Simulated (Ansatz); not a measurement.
Ansatz (a quantum-chemistry and plane-wave program) input:

Ansatz 0.2 input:
```yaml
crystal:
  periodic: [false, false, false]
  atoms:
    - {symbol: Mg, position_ang: [0.00000000, 0.00000000, 0.00000000]}
    - {symbol: F, position_ang: [0.00000000, 0.00000000, 1.75105467]}
    - {symbol: F, position_ang: [-0.00000000, -0.00000000, -1.75105467]}
basis:
  gaussian:
    orbitals: def2-SVPD
magnetization: {spin_polarized: false}
correlation: {method: ccsd_t, electrons: outside_noble_gas}
output: {forces: true}
```

Q: Which total energy does the run end on?

A: -398.84722 Eh (CCSD(T)/def2-SVPD). The basis has 67 functions.
